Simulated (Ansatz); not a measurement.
Consider the hydrogenolysis of the Si–N bond: `N[SiH2][S][AlH2]` + H₂ → `[AlH2][S][SiH3]` + NH₃.

Program: Ansatz. Geometries: PBE0-D4/def2-TZVP. ΔE: electronic, gas phase. CCSD(T)/CBS adds triple-zeta CCSD(T) − MP2 to the extrapolated MP2 energy (def2 sets, frozen cores). This one scheme is used for every species. Functionals use def2-TZVPP. Each species was taken in one conformer, which may not be the lowest.

```tsv
level	ΔE (kJ/mol)
BLYP-D4	40.6
CAM-B3LYP-D4	37.8
ωB97X-V	36.0
HF/def2-TZVPP	21.8
```

Task: What does CCSD(T)/CBS give? (Best estimate.)

Result: The calculation gave: +38.0 kJ/mol. The listed levels differ from it by 2.6, -0.2, -2.0, -16.2 kJ/mol.

Largest T1 diagnostic among the species: 0.011.

Leaving LDA and LC-ωPBE aside and taking each functional with its dispersion term where it has one, the values, not all of them listed here, spread over 6.7 kJ/mol, from B2PLYP to r2SCAN-D4. LDA lies +10.3 kJ/mol from PBE without D4. In def2-TZVPP, CCSD(T) changes the Hartree–Fock value by +13.3 kJ/mol (the triples alone add +3.6 kJ/mol) and MP2 by +21.0 kJ/mol. At CCSD(T), def2-SVP lies −12.4 kJ/mol from the extrapolated value and def2-TZVPP −2.9 kJ/mol.
